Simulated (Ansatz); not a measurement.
Sn(vinyl)3(OEt) (C₈H₁₄OSn) was relaxed with r2SCAN-D4 (def2-SVP) in Ansatz in these states: charge +1 doublet, neutral singlet. The geometries follow in no particular order.

In the def2 sets Sn takes a core potential; there is no spin–orbit coupling.

A:

Cartesian coordinates in Å:
```
Sn -1.203 -0.165 -0.098
C -0.378 1.373 1.168
C -0.372 1.220 2.501
H 0.026 2.275 0.689
H -0.700 0.299 2.999
H -0.055 2.039 3.162
C -1.762 0.518 -2.024
C -1.707 1.818 -2.344
H -2.120 -0.224 -2.749
H -1.375 2.598 -1.648
H -2.011 2.166 -3.340
C -1.970 -1.841 0.941
C -1.159 -2.607 1.682
H -3.039 -2.063 0.851
H -0.083 -2.421 1.780
H -1.552 -3.479 2.219
O 0.826 -0.805 -0.256
C 1.807 -0.298 -1.089
C 3.108 -0.014 -0.364
H 1.981 -1.128 -1.827
H 1.438 0.549 -1.704
H 3.880 0.280 -1.088
H 2.963 0.810 0.353
H 3.456 -0.900 0.187
```

B:

Cartesian coordinates in Å:
```
Sn 0.0488 -0.4355 0.1913
C -1.0885 -1.8270 -0.9578
C -1.4226 -3.0502 -0.5242
H -1.4178 -1.4977 -1.9528
H -1.1228 -3.4286 0.4616
H -2.0165 -3.7408 -1.1379
C 2.1476 -0.8783 0.1820
C 2.6440 -1.8795 -0.5580
H 2.8324 -0.2798 0.7997
H 2.0060 -2.5109 -1.1911
H 3.7163 -2.1183 -0.5676
C -0.7471 -0.2025 2.1701
C -1.9774 -0.6358 2.4766
H -0.1370 0.2712 2.9510
H -2.6271 -1.1189 1.7357
H -2.3975 -0.5265 3.4859
O -0.2352 1.2616 -0.8443
C 0.3909 2.4575 -0.4401
C 0.0308 3.5533 -1.4243
H 0.0712 2.7607 0.5823
H 1.4981 2.3467 -0.4014
H 0.4998 4.5111 -1.1466
H 0.3650 3.2773 -2.4365
H -1.0613 3.6910 -1.4536
```

Task: Judge from the bond lengths which geometry belongs to which state (an estimate).

Result: A is the charge +1 doublet (Sn1–O17 2.134 Å, Sn1–C12 2.116 Å, Sn1–C7 2.119 Å); B is the neutral singlet (Sn1–O17 2.008 Å, Sn1–C12 2.146 Å, Sn1–C7 2.145 Å).
